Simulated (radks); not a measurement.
Problem. Spin polarisation of the 2p4 shell in the neon ion Ne2+. Start: [He] 2s2 2p(up 2, down 2); electrons of 2p are moved from spin down to spin up, other shells keep equal spins. Calculated with a radial shooting solver on a logarithmic mesh with Libxc functionals: scalar-relativistic Kohn-Sham, PBEsol, spin-polarised, spherical densities, finite nucleus; Fermi nuclear charge, rms radius of each element as measured or else 0.836 A^(1/3) + 0.57 fm. Estimate the energy gained and the exchange splitting at a moment of 2 Bohr magnetons.

Solution. At moment 2 the spin-polarisation energy is -2.427 eV and the 2p exchange splitting 4.886 eV, that is 2.443 eV per Bohr magneton; E = -I m^2/4 would give I = 2.427 eV.
